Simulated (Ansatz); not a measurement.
Start from `C[SiH](Cl)CF` and change one atom or group to get `BN[SiH](C)Cl`.

Ansatz, PBE0-D4/def2-TZVP geometries, multiplicity 1. Each molecule was computed in one conformer, which needn't be the lowest.

| property | `C[SiH](Cl)CF` |
| --- | --- |
| size of the dipole moment (B3LYP/def2-TZVPP) / D | 0.71 |
| HOMO–LUMO gap (PBE/def2-TZVPP) / eV | 6.33 |
| HOMO energy (B3LYP/def2-TZVPP) / eV | -8.27 |
| HOMO–LUMO gap (PBE0/def2-TZVPP) / eV | 8.76 |
| LUMO energy (B3LYP/def2-TZVPP) / eV | 0.05 |
| HOMO energy (ωB97M-V/def2-TZVPP) / eV | -10.75 |

(1) What does the change do to each property? (Best estimate.)

## Answers

(1) The calculation gave: 
```
                                        property  `BN[SiH](C)Cl`  shift
size of the dipole moment (B3LYP/def2-TZVPP) / D            1.18   0.47
             HOMO–LUMO gap (PBE/def2-TZVPP) / eV            5.98  -0.35
             HOMO energy (B3LYP/def2-TZVPP) / eV           -8.43  -0.16
            HOMO–LUMO gap (PBE0/def2-TZVPP) / eV            8.27  -0.49
             LUMO energy (B3LYP/def2-TZVPP) / eV           -0.62  -0.67
           HOMO energy (ωB97M-V/def2-TZVPP) / eV          -10.92  -0.17
```

With PBE0 the HOMO falls by 0.18 eV and the LUMO falls by 0.68 eV, so the gap narrows by about 0.50 eV. PBE moves the HOMO by -0.33 eV and ωB97M-V by -0.17 eV. Dipoles are sizes alone; their direction can turn.

B3LYP here is the variant with VWN-RPA as its local correlation; programs differ in this.
